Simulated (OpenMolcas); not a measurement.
# RuO4 (ruthenium tetroxide): a line through the functionals

The species is RuO4 (5 atoms), meant as a singlet with charge 0. SMILES: `[O]=[Ru](=[O])(=[O])=[O]`. The coordinates come from a PBE0-D4/def2-TZVP relaxation.

The HOMO–LUMO gap y, in eV, basis def2-SVP with a core potential; a is the functional's share of exact exchange. Programs: OpenMolcas 26.06.

| functional | program | a | y (eV) |
| --- | --- | --- | --- |
| PBE | OpenMolcas | 0 | 3.44 |
| r2SCAN | OpenMolcas | 0 | 3.65 |
| B3LYP | OpenMolcas | 0.2 | 4.99 |
| PBE0 | OpenMolcas | 0.25 | ? |
| BHLYP | OpenMolcas | 0.5 | 7.45 |

Fit y = c + s·a to the known rows and predict PBE0.


1. Means of the 4 rows: a = 0.1750, y = 4.883.
2. Σ(Δa)² = 0.1675, Σ(Δa·Δy) = 1.3053, so the slope is 1.3053/0.1675 = 7.7928.
3. Intercept: 4.883 − (7.7928) × 0.1750 = 3.519. The largest residual of the fit is 0.13.
4. PBE0: 3.519 + (7.7928) × 0.25 = 5.47 eV.

The run gave 5.43 eV, so the prediction is off by +0.04 eV, within the largest residual. Exact exchange lowers occupied levels and raises empty ones. The rows mix families of semi-local functionals, which the line can't see.
